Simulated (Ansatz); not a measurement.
Saddle point of SiN$_{2}$H$_{9}$OF, closed shell (SiN₂H₆ ([NH2][SiH2][NH2]) + H₂O + HF → SiNH₅O ([NH2][SiH2][OH]) + NH₃ + HF; bonds formed: Si1–O7, N2–H8, H6–F9; bonds broken: Si1–N2, H6–O7, H8–F9), PBE0-D4/def2-TZVP structure:

```
14
angstrom
Si -0.7967 -0.0781 -0.4329
N 0.5964 -1.2643 -0.0946
H -1.3380 -0.8856 -1.5944
H -1.8363 -0.2895 0.5979
N -0.4701 1.3429 -1.3318
H 0.4810 0.2879 1.7904
O 0.0828 1.0031 1.1351
H 0.8869 -1.2225 1.0303
F 1.0623 -0.8703 2.2421
H 1.4098 -1.0195 -0.6531
H 0.3195 -2.1992 -0.3767
H -0.8120 1.3819 -2.2774
H -0.4103 2.2554 -0.9129
H 0.8247 1.5578 0.8779
```

Energies are electronic, without zero-point energy. Barriers and step energies count from the start structure reached by relaxing down the imaginary mode; all methods use the PBE0-D4 structures, on which another method's saddle can fall below an end. Computed with Ansatz 0.2.0 (basis: def2-TZVPP, with def2-QZVPP for the basis limit); correlated methods freeze the cores. B3LYP uses VWN-RPA correlation. Extrapolation: Hartree–Fock as exp(−7.88 √X), correlation as X^−2.97.

| method | barrier (kcal/mol) | step energy (kcal/mol) |
| --- | --- | --- |
| SPW92 | 0.26 | -4.79 |
| PBE-D4 | 8.07 | -3.20 |
| BLYP-D4 | 11.03 | -2.64 |
| r2SCAN-D4 | 7.94 | -4.70 |
| B97M-V | 11.16 | -5.42 |
| PBE0-D4 | 9.85 | -3.87 |
| B3LYP-D4 | 12.12 | -3.19 |
| r2SCAN0-D4 | 9.66 | -4.98 |
| BHLYP-D4 | 14.03 | -4.19 |
| CAM-B3LYP-D4 | 11.16 | -3.73 |
| wB97X-V | ? | -4.82 |
| wB97M-V | 10.25 | -5.69 |
| B2PLYP | 12.47 | -3.79 |
| PBE-QIDH | ? | -4.91 |
| RPA on PBE | ? | -5.00 |
| HF | 22.90 | -3.64 |
| MP2 | 10.76 | -4.96 |
| CCSD | 13.32 | -4.96 |
| CCSD(T) | 11.60 | -5.05 |

Problem. Fill in the withheld barriers. (To be estimated.)

Solution. The calculation gives: RPA on PBE 11.19; PBE-QIDH 10.56; wB97X-V 10.67 kcal/mol. Each is the energy of the saddle less that of the start structure, by the same method.

For comparison, the barrier by CCSD(T) at an estimated basis limit (MP2 extrapolated from triple and quadruple zeta, plus CCSD(T) − MP2 in triple zeta) is 11.74 kcal/mol.

The T1 diagnostic stays at or below 0.011.

Labels in which every atom is bracketed show which atoms are joined, not bond orders.

For scale, one of the runs: CCSD(T)/def2-TZVPP, 292 basis functions, launched by `ansatz run in.yaml --threads 8 --pin off --events-out ev --progress --plain --max-ram 19148MiB`. Hardware: 8 CPU threads of an Intel Xeon, shared host. Wall time 5.2 min; peak host memory 9.8 GiB.
